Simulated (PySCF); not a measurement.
Compound: C3H5GeO3 (charge -1).
Geometry (PBE0-D3(BJ)/def2-SVP, Å), atoms numbered from 1 in this order:
```xyz
12
C3H5GeO3 angstrom
O      2.4558    1.5245    0.1478
C      2.6664    0.2939    0.1845
O      3.7269   -0.3309    0.3698
C      1.4280   -0.6028   -0.0246
C      0.2271   -0.0594   -0.2129
O     -0.9338   -0.7728   -0.4309
Ge    -2.4786    0.0040   -0.0328
H      1.5575   -1.6908   -0.0075
H      0.1620    1.0399   -0.2205
H     -3.5556   -1.0205   -0.4360
H     -2.5707    0.3146    1.4777
H     -2.6521    1.3103   -0.8392
```

All values: B3LYP/def2-SVPD (PySCF, non-relativistic), on one gas-phase PBE0-D3(BJ)/def2-SVP geometry that isn't relaxed in the solvent. The solvent is an IEF-PCM continuum (cavity from Bondi-type radii × 1.2), and excitations are vertical TDDFT with non-equilibrium linear response and a frozen core. The model holds no explicit solvent molecules, cavitation or dispersion. Spin–orbit coupling is left out although an atom past zinc is present.

```json
{"run": "gas", "E − E(gas) (kcal/mol)": "0.00", "HOMO (eV)": "-1.42", "HOMO–LUMO gap (eV)": "3.61", "lowest singlet (eV)": "3.15", "static polarisability (au)": "94.5"}
{"run": "P", "E − E(gas) (kcal/mol)": "-31.59", "HOMO (eV)": "-3.92", "HOMO–LUMO gap (eV)": "4.89", "lowest singlet (eV)": "4.37", "static polarisability (au)": "101.9"}
{"run": "Q", "E − E(gas) (kcal/mol)": "-65.46", "HOMO (eV)": "-6.42", "HOMO–LUMO gap (eV)": "6.20", "lowest singlet (eV)": "5.02", "static polarisability (au)": "119.3"}
```

Q: The runs were made in cyclohexane and dimethylsulfoxide. Which run belongs to which solvent?

A: P = cyclohexane, Q = dimethylsulfoxide. The dielectric constants are 2.017 (cyclohexane), 46.83 (dimethylsulfoxide), and the energy falls further as ε rises. The optical constants n² used for the excitations are 2.04, 2.19 in the same order. In this model the ground state sees the solvent through ε alone.

Q: How constant is the ratio of the lowering to 1 − 1/ε?

A: 
```json
{"solvent": "cyclohexane", "1 − 1/ε": "0.504", "E − E(gas) (kcal/mol)": "-31.59", "ratio (kcal/mol)": "-62.7", "polarisation term (kcal/mol)": "-32.54"}
{"solvent": "dimethylsulfoxide", "1 − 1/ε": "0.979", "E − E(gas) (kcal/mol)": "-65.46", "ratio (kcal/mol)": "-66.9", "polarisation term (kcal/mol)": "-70.53"}
```

The ratio changes by +6.7 % in size from cyclohexane to dimethylsulfoxide. The polarisation term is half the interaction of the solute with the induced surface charges.
